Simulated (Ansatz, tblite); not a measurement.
Isomers of Ag3Cl4⁻ (singlet), found by a short tight-binding search and relaxed with PBE-D4/def2-SVPD in Ansatz.

In the def2 sets Ag takes a core potential, while STO-3G treats all electrons; there is no spin–orbit coupling. The xTB rows come from tblite. HSE06 is defined as in plane-wave codes, on full-range PBE exchange. Correlated methods freeze 20 core orbitals; core or outer-core shells of Ag are correlated, in sets that lack core-valence functions.

C: At HF/STO-3G the highest occupied level of the charge -1 singlet lies above zero (up to 0.55 eV). In Hartree–Fock with STO-3G the lack of diffuse functions raises the level.

Other spin states weren't relaxed.

A:

Cartesian coordinates in Å:
```
Ag 2.676 -0.244 1.326
Ag -2.717 0.195 -1.249
Ag 0.114 0.141 -0.217
Cl 3.602 0.974 3.093
Cl 1.788 -1.569 -0.497
Cl -1.531 1.886 0.016
Cl -3.931 -1.381 -2.473
```

B:

```xyz
7

Ag   -0.5620    0.8952    1.3165
Ag   -0.0650    0.6607   -1.5523
Ag    0.4051   -1.6262    0.2031
Cl    0.2111   -1.7299   -2.3133
Cl   -0.6206   -1.3368    2.4933
Cl   -1.3952    2.4988   -0.4459
Cl    2.0266    0.6383    0.2987
```

C:

```tsv
atom	x (Å)	y (Å)	z (Å)
Ag1	-0.8859	-2.0396	-0.0364
Ag2	-0.4651	1.8323	-0.3263
Ag3	1.7365	-1.2563	0.5920
Cl4	-2.1767	-0.1999	-0.7393
Cl5	-1.1234	4.1514	-0.5097
Cl6	2.0352	1.0576	0.2716
Cl7	0.8795	-3.5454	0.7480
```

D:

```tsv
atom	x (Å)	y (Å)	z (Å)
Ag1	-1.012	1.189	0.486
Ag2	-0.503	-1.350	-0.772
Ag3	1.739	0.174	0.352
Cl4	1.160	2.272	1.403
Cl5	-2.012	-1.066	1.324
Cl6	2.017	-1.966	-0.738
Cl7	-1.389	0.748	-2.056
```

Task: Estimate their order by electronic energy at RPA@PBE/def2-TZVPD, counted from the lowest.

Result: A (0.00) < D (0.16) < B (0.17) < C (0.32), in eV. Gaps under about 2 kJ/mol are ties within the noise of geometry and basis.

Task: Do the other levels pick the same lowest one?

Result: Not GFN1-xTB, GFN2-xTB, BHLYP-D4/def2-TZVPD. Energies above each level's lowest (eV):

| level | A | B | C | D |
| --- | --- | --- | --- | --- |
| GFN1-xTB | 0.60 | 0.00 | 0.50 | 0.02 |
| GFN2-xTB | 0.35 | 0.00 | 0.34 | 0.11 |
| HF/STO-3G | 0.00 | 0.14 | 1.57 | 0.35 |
| HF/def2-TZVPD | 0.00 | 0.08 | 0.12 | 0.08 |
| PBE-D4/def2-TZVPD | 0.00 | 0.33 | 0.36 | 0.27 |
| r2SCAN-D4/def2-TZVPD | 0.00 | 0.20 | 0.35 | 0.16 |
| PBE0-D4/def2-TZVPD | 0.00 | 0.18 | 0.29 | 0.15 |
| r2SCAN0-D4/def2-TZVPD | 0.00 | 0.09 | 0.27 | 0.07 |
| HSE06-D4/def2-TZVPD | 0.00 | 0.20 | 0.29 | 0.17 |
| BHLYP-D4/def2-TZVPD | 0.02 | 0.01 | 0.17 | 0.00 |
| RPA@PBE/def2-TZVPD | 0.00 | 0.17 | 0.32 | 0.16 |
| MP2/def2-TZVPD | 0.00 | 0.18 | 0.31 | 0.16 |
Point groups (tolerance 0.1 Å): A C2, B C3v, C Cs, D not assigned. Lower isomers may exist.
